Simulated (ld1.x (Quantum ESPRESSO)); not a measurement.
## Which change was made? (Hf, RRKJ)

Hf (Z = 72), norm-conserving RRKJ (Kleinman–Bylander form), made with ld1.x (Quantum ESPRESSO) 7.5 (PBE, scalar-relativistic). Core [Xe] 4f14, reference 5d2 6s2 6p0. Waves: 6p (bound, empty): rc 4.00 bohr; 5d (bound): rc 2.90 bohr; 6s (bound): rc 3.15 bohr. Local part: the s channel. Core correction: a·sin(br)/r model core, default radius (core density twice the valence density). rho0 = 0.02.

Cutoffs, loose and tight: the cutoffs (Ry, on a coarse ladder) from which the occupation-weighted sum of valence levels, in a spherical-Bessel basis at the reference potential, stays within 10 and 1 mRy of its value at 400 Ry. They do not see the model core or the augmentation charge, which bear on the density cutoff. Test errors are all-electron minus pseudo excitation energies from the reference, over the configurations 5d2 6s1 6p0; 5d2 6s0 6p0; 5d1 6s0 6p0; 5d1 6s2 6p0; 5d2 6s0 6p2; 5d2 6s0 6p1; 5d1 6s2 6p1; variants that change the core or the reference have their own tests. The largest error is taken over the tests solved by every variant that gives reliable tests at all, those not shown here included: 5d1 6s0 6p0; 5d2 6s0 6p0; 5d2 6s1 6p0.

The base gives: outcome: generated; cutoff, loose: 18 Ry; cutoff, tight: 18 Ry; bound ghosts: none; largest test error (meV): -269.

**Question.** After one change the result is: outcome: generated; cutoff, loose: 21 Ry; cutoff, tight: 30 Ry; bound ghosts: none; largest test error (meV): -286. Which change was it?
A. wave 5d (bound): rc 2.90 bohr becomes 5d (bound): rc 2.08 bohr
B. local potential the p channel
C. type PAW; waves now 6s (bound): rcut 2.75, rcutus 3.15 bohr; 6s channel at -0.05 Ry: rcut 2.75, rcutus 3.15 bohr; 6p (bound): rcut 3.50, rcutus 4.00 bohr; 6p channel at 0.55 Ry: rcut 3.50, rcutus 4.00 bohr; 5d (bound): rcut 2.50, rcutus 2.90 bohr; 5d channel at 0.8 Ry: rcut 2.50, rcutus 2.90 bohr; local potential all-electron potential smoothed inside 2.25 bohr (lloc = -2); augmentation BESSEL, radius 2.30 bohr; rho0 0
D. core correction a·sin(br)/r model core inside 2.44 bohr

**Answer.** A. The others give: type PAW; waves now 6s (bound): rcut 2.75, rcutus 3.15 bohr; 6s channel at -0.05 Ry: rcut 2.75, rcutus 3.15 bohr; 6p (bound): rcut 3.50, rcutus 4.00 bohr; 6p channel at 0.55 Ry: rcut 3.50, rcutus 4.00 bohr; 5d (bound): rcut 2.50, rcutus 2.90 bohr; 5d channel at 0.8 Ry: rcut 2.50, rcutus 2.90 bohr; local potential all-electron potential smoothed inside 2.25 bohr (lloc = -2); augmentation BESSEL, radius 2.30 bohr; rho0 0 → outcome: generated; cutoff, loose: 10 Ry; cutoff, tight: 12 Ry; bound ghosts: none; largest test error (meV): -332 | core correction a·sin(br)/r model core inside 2.44 bohr → outcome: generated; cutoff, loose: 18 Ry; cutoff, tight: 18 Ry; bound ghosts: none; largest test error (meV): -180 | local potential the p channel → outcome: generated; cutoff, loose: 18 Ry; cutoff, tight: 18 Ry; bound ghosts: none; largest test error (meV): -392.
